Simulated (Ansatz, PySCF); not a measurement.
Donor–acceptor adduct: GaH3 (SMILES [GaH3]) (first 4 atoms) with C2H6O (SMILES COC); geometry from B3LYP-D3(BJ)/def2-TZVP.
(charge 0, multiplicity 1):
```xyz
13

Ga     0.7169     0.2403     0.9854
H      1.9781    -0.6968     1.1198
H     -0.6087    -0.3757     0.3769
H      0.9005     1.8057     0.9343
C     -0.9784     0.9930     3.4182
O      0.1018     0.1289     3.0565
C     -0.0423    -1.1945     3.5780
H     -1.0481     1.0539     4.5063
H     -1.9197     0.6212     3.0045
H     -0.7542     1.9720     3.0040
H     -0.1029    -1.1526     4.6675
H      0.8393    -1.7527     3.2753
H     -0.9398    -1.6691     3.1725
```

Basis-set superposition error: the interaction energy with monomers in their own basis, and in the dimer's basis (counterpoise).

Programs: Ansatz (Gaussian basis) for Hartree–Fock, density functionals and correlated methods; PySCF for 6-31G* rows. Values without a source in brackets are computed.

```
level                uncorrected (kJ/mol)  counterpoise (kJ/mol)  difference
-------------------  --------------------  ---------------------  ----------
HF/6-31G*                           -73.6                  -64.6         9.0
PBE/def2-TZVPPD                     -70.6                  -69.0         1.7
revPBE/def2-TZVPPD                  -51.8                  -50.3         1.6
r2SCAN/def2-TZVPPD                  -87.6                  -86.2         1.3
B97M-V/def2-TZVPPD                  -87.2                  -86.0         1.2
B3LYP/def2-TZVPPD                   -66.1                  -64.4         1.6
wB97M-V/def2-TZVPPD                 -86.8                  -85.4         1.4
B2PLYP/def2-TZVPPD                  -75.9                  -73.4         2.5
MP2/6-31G*                          -97.4                  -75.7        21.7
CCSD/aug-cc-pVDZ                    -81.4                  -73.0         8.4
```

The error is largest for MP2/6-31G* (21.7 kJ/mol) and smallest for B97M-V/def2-TZVPPD (1.2 kJ/mol).

Ansatz is a first-principles code.
